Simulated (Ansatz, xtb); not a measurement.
Gas-phase reaction in SMILES: CB(C)C(C)(C)C [tert-butyl(dimethyl)borane] + 2 B (BH3) + 3 C (CH4) -> 3 BC (CH5B) [methylborane] + 3 CC (C2H6)
Each molecule is optimised on its own at B3LYP-D3(BJ)/def2-TZVP (Ansatz, a program for electronic structure), one conformer each, not searched for the lowest.

Quantity: bond separation energy (electronic energy difference), in kcal/mol. Correlated levels leave the core frozen unless marked. Spin-orbit coupling is left out. No relativistic terms. Basis-set limits of correlation are two-point, X^-3; Hartree-Fock from the larger set. The bracket is a focal-point correction in the basis named.

```tsv
level	program	bond separation energy (kcal/mol)
GFN1-xTB	xtb	2.2
HF/aug-cc-pVDZ	Ansatz	-6.4
r2SCAN/def2-TZVPD	Ansatz	-0.6
B3LYP-D3(BJ)/def2-TZVPD	Ansatz + dftd3	0.3
PBE0/def2-QZVPP	Ansatz	-4.3
CAM-B3LYP-D3(BJ)/def2-TZVPD	Ansatz + dftd3	-0.3
SCS-MP2/STO-3G	Ansatz	-1.1
```

**Question.** Estimate the value at RI-MP2/CBS(cc-pVTZ,cc-pVQZ)+[CCSD(T)-MP2]/cc-pVTZ as computed with Ansatz.

**Answer.** 3.7 kcal/mol, so SCS-MP2/STO-3G differs from it by -4.8 kcal/mol.
